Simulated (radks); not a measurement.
Problem. These are the eigenvalues of the occupied orbitals of an atom or ion with whole-number occupations (eV). All-electron calculation, scalar-relativistic Kohn-Sham, LDA (Slater exchange, Perdew-Wang correlation), spin-unpolarised, spherical densities, finite nucleus; Fermi nuclear charge, rms radius of each element as measured or else 0.836 A^(1/3) + 0.57 fm. Program: a radial shooting solver on a logarithmic mesh with Libxc functionals.

orbital  eigenvalue
1s        -41775.83
2s        -6727.465
2p        -6023.633
3s        -1456.890
3p        -1233.888
3d        -919.7717
4s        -294.5535
4p        -221.4667
4d        -116.8092
5s         -42.2980
5p         -24.0534
4f          -6.4427
6s          -3.9453
5d          -3.1289

Which element is it, and in what charge state? The configuration may be excited.

Solution. Z = 59, praseodymium, charge 0: Pr in [Xe] 4f2 5d1 6s2. The list shows which subshells hold electrons but not how many an open one holds; the 1s level, -1535.2 hartree, gives Z - s = 55.4 by -(Z - s)^2/2, which with screening and relativity narrows Z to a few neighbours, and the depths of the outer levels then fix element, charge and occupations together.
